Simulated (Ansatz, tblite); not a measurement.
Cost and result up the ladder for the cluster Si3Au⁺ (the lowest singlet isomer of a short search) (4 atoms). Charge 1, multiplicity 1. Geometry: r2SCAN-D4/def2-SVP.

```
atom   x (Å)   y (Å)   z (Å)
 Au1  -1.339   0.236  -0.135
 Si2  -0.276  -1.939   0.080
 Si3   0.418   1.914  -0.065
 Si4   1.197  -0.211   0.120
```

Ansatz on 4 threads of Arm Neoverse V2 on a shared host; xTB runs through tblite on one thread. Times are rough, summed over both states, and most runs start from the orbitals of an earlier one. ωB97X-V/def2-TZVP serves as the yardstick here, not as an exact answer. The other state is a quintet at its own geometry, which has other bonds, so the gap mixes isomer and spin.

In the def2 sets Au takes a core potential; there is no spin–orbit coupling. The xTB rows come from tblite. B3LYP takes the VWN-RPA correlation. Correlated methods freeze 15 core orbitals; core or outer-core shells of Au are correlated, in sets that lack core-valence functions. The structure comes from a short search, and lower isomers may exist.

Run but left out: HF/def2-TZVP, PBE-QIDH/def2-TZVP (singlet: restricted singlet, unstable towards broken spin symmetry); B2PLYP/def2-TZVP (singlet: restricted singlet, unstable in another Hartree–Fock run and untested here).

Correlated methods converge slowly with the basis.

xTB has no spin-polarisation term.

```tsv
level	functions	wall time	quintet − singlet (eV)	difference from ωB97X-V/def2-TZVP (eV)
GFN1-xTB	36	0.008 s	2.33	0.40
GFN2-xTB	36	0.009 s	2.14	0.21
PBE-D4/def2-TZVP	151	3.8 s	1.90	-0.03
PBE0-D4/def2-TZVP	151	5.7 s	1.77	-0.16
B3LYP-D4/def2-TZVP	151	6.1 s	1.85	-0.08
RPA@PBE/def2-TZVP	151	7.3 s	2.03	0.10
r2SCAN-D4/def2-TZVP	151	11 s	1.78	-0.15
ωB97X-V/def2-TZVP	151	32 s	1.93	0.00
```
